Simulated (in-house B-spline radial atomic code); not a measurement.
A run on Dy (an excited or competing configuration) that did not converge. Method: scalar-relativistic (X2C) wB97X, spin-polarised, spherical fractional occupations, Fermi nucleus of rms radius 5.2218 fm; computed with an all-electron radial atomic-structure program (B-spline basis).

Command:
```bash
python run_scf.py task.json out
```
Settings (nuclear radius in fm, mass in u):
```
Z                66
configuration    [Xe] 4f10 6s1 6d1
hamiltonian      x2c
method           wb97x
spin_polarised   True
nucleus          fermi
rms_radius       5.2218
atomic_mass      163.92918
speed_of_light   137.035999084
```

First and last ten iterations of the last attempt (damped for 15 steps, keeping 80 % of the old Fock matrix, then DIIS):
```
 iter        energy (Eh)    residual
    1      -12101.533102    7.84e-01
    2      -12111.127653    1.35e+00
    3      -12133.313486    8.73e-01
    4      -12145.338868    5.47e-01
    5      -12151.466069    3.53e-01
    6      -12154.382771    2.39e-01
    7      -12155.694603    1.68e-01
    8      -12156.276491    1.15e-01
    9      -12156.548975    7.82e-02
   10      -12156.689540    5.44e-02
  111      -12156.882517    1.87e-03
  112      -12156.882392    2.02e-03
  113      -12156.882597    2.58e-03
  114      -12156.882884    9.35e-04
  115      -12156.882885    7.76e-04
  116      -12156.882882    8.67e-04
  117      -12156.882891    3.11e-04
  118      -12156.882890    3.15e-04
  119      -12156.882890    5.18e-04
  120      -12156.882891    2.88e-04
 not converged after 120 iterations
```

The smallest residual met was 1.7e-04; the threshold is about 7e-07. Over the last five steps the energy moves by less than 2e-05 hartree, but the orbitals didn't meet the threshold. Run time, properties included: 34 s on 1 thread of Arm Neoverse V2, on a shared host.
